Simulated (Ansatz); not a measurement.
Consider the hydrogenolysis of the Si–Cl bond: `Cl[SiH]1[O][GeH2]1` + H₂ → `[O]1[SiH2][GeH2]1` + HCl.

Gas-phase electronic energies from Ansatz, PBE0-D4/def2-TZVP geometries. CCSD(T)/CBS adds triple-zeta CCSD(T) − MP2 to the extrapolated MP2 energy (def2 sets, frozen cores). This one scheme is used for every species. Functionals use def2-TZVPP. For Ge outer-core shells are correlated without core-valence functions, which leaves a few kJ/mol of doubt a bond. Scalar relativity is left out up to krypton.

`Cl[SiH]1[O][GeH2]1`:

Cartesian coordinates in Å:
```
Cl 1.224 2.226 -1.006
Si 0.591 0.295 -0.841
O -1.015 0.053 -0.667
Ge -0.368 -0.511 1.033
H 1.301 -0.484 -1.877
H -0.764 -1.979 1.248
H -0.969 0.401 2.111
```

H₂:

```xyz
2

H     0.121   -0.283   -0.210
H    -0.121    0.283    0.210
```

`[O]1[SiH2][GeH2]1`:

Cartesian coordinates in Å:
```
O -0.319 -1.008 -0.592
Si -0.894 -0.121 0.675
Ge 0.960 0.382 -0.507
H -2.186 0.582 0.476
H -0.841 -0.749 2.019
H 2.339 -0.234 -0.233
H 0.941 1.149 -1.837
```

HCl:

```xyz
2

Cl    0.283    0.272   -0.505
H    -0.283   -0.272    0.505
```

CCSD(T)/CBS gives +87.4 kJ/mol.

(1) Another level gave +87.0 kJ/mol. Which?
A. RPA@PBE/def2-TZVPP
B. PBE-QIDH/def2-TZVPP
C. BLYP/def2-TZVPP
D. revPBE-D4/def2-TZVPP

Largest T1 diagnostic among the species: 0.014.

## Answers

(1) B. PBE-QIDH 87.0, revPBE-D4 93.3, BLYP 81.4, RPA@PBE/def2-TZVPP 76.8 kJ/mol.

At CCSD(T), def2-SVP lies −17.2 kJ/mol from the extrapolated value and def2-TZVPP −5.0 kJ/mol. Leaving LDA and LC-ωPBE aside and taking each functional with its dispersion term where it has one, the values, not all of them listed here, spread over 10.3 kJ/mol, from CAM-B3LYP-D4 to r2SCAN-D4.
